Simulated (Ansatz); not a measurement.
```yaml
crystal:
  periodic: [true, true, true]
  atoms:
    - {symbol: Pb, position_ang: [-0.213280, 1.853099, 0.198213]}
    - {symbol: Pb, position_ang: [-1.009331, -1.563434, -0.236052]}
    - {symbol: Pb, position_ang: [1.745818, -0.413640, 0.053819]}
    - {symbol: O, position_ang: [-0.185185, 0.214051, -1.344209]}
    - {symbol: O, position_ang: [-0.338032, -0.090086, 1.328228]}
basis:
  gaussian: {orbitals: def2-mTZVPP}
hamiltonian: {xc: {name: SVWN5}}
scf: {lower_state_search: off}
output: {forces: true}
```

```sh
$ ansatz run in.yaml --threads 4 --pin off --events-out ev --progress --plain --max-ram 4787MiB
```

It prints (some lines left out):

```
Error: YAML parse error: error: line 2 column 3: crystal: missing field `lattice` (a structure is typed as `lattice` and `atoms`, a molecule's as `atoms` in Å alone, or read from a run's directory, `checkpoint`)
 --> <input>:2:3
1 | crystal:
2 |   periodic: [true, true, true]
3 |   atoms:
4 |     - {symbol: Pb, position_ang: [-0.213280, 1.853099, 0.198213]}
```

Q: Something in this input is off. What?

A: The species is marked periodic without a cell. The input was rejected before any iteration.
